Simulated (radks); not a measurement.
All-electron atom: the lanthanum ion La1.2+ in [Ne] 3s2 3p5.8 3d10 4s2 4p6 4d10 5s2 5p6 5d2 (fractional occupations, a model configuration). All-electron calculation, scalar-relativistic Kohn-Sham, BLYP, spin-unpolarised, spherical densities, finite nucleus; Fermi nuclear charge, rms radius 4.855 fm. Program: a radial shooting solver on a logarithmic mesh with Libxc functionals.

Normalised radial functions P(r) = r R(r), r in bohr:

r             3d       4s       4d
0.001373  0.0000   0.1033   0.0000
0.001846  0.0001   0.1313   0.0000
0.002481  0.0001   0.1651   0.0001
0.003336  0.0003   0.2046   0.0001
0.004485  0.0007   0.2483   0.0003
0.00603   0.0015   0.2928   0.0007
0.008043  0.0034   0.3301   0.0016
0.01081   0.0076   0.3507   0.0035
0.01454   0.0167   0.3360   0.0078
0.01955   0.0364   0.2642   0.0168
0.02628   0.0768   0.1163   0.0355
0.03533   0.1564  -0.1081   0.0722
0.0475    0.3033  -0.3662   0.1392
0.06335   0.5430  -0.5479   0.2469
0.08518   0.9100  -0.5106   0.4062
0.1145    1.3711  -0.1404   0.5889
0.154     1.8060   0.4506   0.7126
0.207     2.0105   0.8431   0.6394
0.2783    1.8127   0.5594   0.2515
0.3742    1.2552  -0.3866  -0.4026
0.4991    0.6394  -1.2690  -1.0192
0.671     0.2120  -1.4208  -1.2740
0.9021    0.0414  -0.8898  -1.0417
1.213     0.0041  -0.3260  -0.5839
1.631     0.0002  -0.0659  -0.2193
2.192     0.0000  -0.0065  -0.0512
2.948     0.0000  -0.0003  -0.0066
3.931     0.0000  0.0000  -0.0004
5.286     0.0000  0.0000  0.0000
7.106     0.0000  0.0000  0.0000
9.554     0.0000  0.0000  0.0000

3d: eigenvalue -835.30 eV, 0 radial nodes, <r> = 0.260 bohr, 90 % of the charge inside 0.406 bohr. 4s: eigenvalue -274.93 eV, 3 radial nodes at r = 0.0310, 0.123, 0.336 bohr, <r> = 0.652 bohr, 90 % of the charge inside 0.937 bohr. 4d: eigenvalue -111.89 eV, 1 radial node at r = 0.315 bohr, <r> = 0.762 bohr, 90 % of the charge inside 1.15 bohr.
